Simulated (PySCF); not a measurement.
CHCl, SMILES [CH]Cl (connectivity only; charge and spin as stated), neutral, multiplicity 1.

Geometry: ωB97X-D3(BJ)/def2-TZVPD. The isomer is the one that the SMILES or the coordinates give; other isomers of the formula were not compared.

Level of theory: PBE/def2-TZVPD (PySCF).

Symmetry labels are those of the subgroup Cs that the program uses (full group Cs).

Computed valence orbital energies around the gap with their symmetry:
```json
[
 {"orbital": "HOMO−7", "symmetry": "A\"", "energy (eV)": "-191.71"},
 {"orbital": "HOMO−6", "symmetry": "A'", "energy (eV)": "-191.51"},
 {"orbital": "HOMO−5", "symmetry": "A'", "energy (eV)": "-22.78"},
 {"orbital": "HOMO−4", "symmetry": "A'", "energy (eV)": "-15.78"},
 {"orbital": "HOMO−3", "symmetry": "A'", "energy (eV)": "-11.27"},
 {"orbital": "HOMO−2", "symmetry": "A\"", "energy (eV)": "-9.85"},
 {"orbital": "HOMO−1", "symmetry": "A'", "energy (eV)": "-9.13"},
 {"orbital": "HOMO", "symmetry": "A'", "energy (eV)": "-5.64"},
 {"orbital": "LUMO", "symmetry": "A\"", "energy (eV)": "-4.48"},
 {"orbital": "LUMO+1", "symmetry": "A'", "energy (eV)": "-0.46"},
 {"orbital": "LUMO+2", "symmetry": "A'", "energy (eV)": "-0.01"},
 {"orbital": "LUMO+3", "symmetry": "A'", "energy (eV)": "0.97"}
]
```
